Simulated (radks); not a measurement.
The table gives one normalised radial function P(r) = r R(r) of Nb8+ in [Ar] 3d10 4s2 4p3 (r in bohr). All-electron calculation, scalar-relativistic Kohn-Sham, PBE, spin-unpolarised, spherical densities, finite nucleus; Fermi nuclear charge, rms radius 4.324 fm. Program: a radial shooting solver on a logarithmic mesh with Libxc functionals.

r              P
0.001406   0.0480
0.001611   0.0542
0.001845   0.0611
0.002114   0.0687
0.002422   0.0772
0.002775   0.0865
0.003179   0.0968
0.003642   0.1080
0.004173   0.1201
0.004781   0.1331
0.005477   0.1468
0.006275   0.1612
0.00719    0.1760
0.008237   0.1908
0.009437   0.2051
0.01081    0.2185
0.01239    0.2300
0.01419    0.2387
0.01626    0.2435
0.01863    0.2428
0.02134    0.2353
0.02445    0.2194
0.02801    0.1933
0.03209    0.1558
0.03677    0.1060
0.04212    0.0438
0.04826   -0.0297
0.05529   -0.1116
0.06335   -0.1973
0.07258   -0.2795
0.08315   -0.3491
0.09526   -0.3952
0.1091    -0.4062
0.125     -0.3722
0.1433    -0.2870
0.1641    -0.1510
0.188      0.0263
0.2154     0.2249
0.2468     0.4156
0.2828     0.5628
0.324      0.6315
0.3712     0.5946
0.4252     0.4417
0.4872     0.1836
0.5582    -0.1465
0.6395    -0.4980
0.7326    -0.8125
0.8394    -1.0374
0.9616    -1.1376
1.102     -1.1032
1.262     -0.9546
1.446     -0.7371
1.657     -0.5061
1.898     -0.3069
2.175     -0.1622
2.491     -0.0733
2.854     -0.0278
3.27      -0.0086
3.747     -0.0021
4.293     -0.0004
4.918     -0.0001
5.634     0.0000
6.455     0.0000

Which n and l does it have? It may be an empty orbital.

Answer. n = 4, l = 0: the number of nodes gives n - l - 1 = 3, the rise at small r (about r^(l+1), flatter next to the nucleus through relativity) gives l, and the extent must fit the shell. The curve is that of 4s. 4s: eigenvalue -176.03 eV, 3 radial nodes at r = 0.0458, 0.185, 0.527 bohr, <r> = 1.07 bohr, 90 % of the charge inside 1.53 bohr.
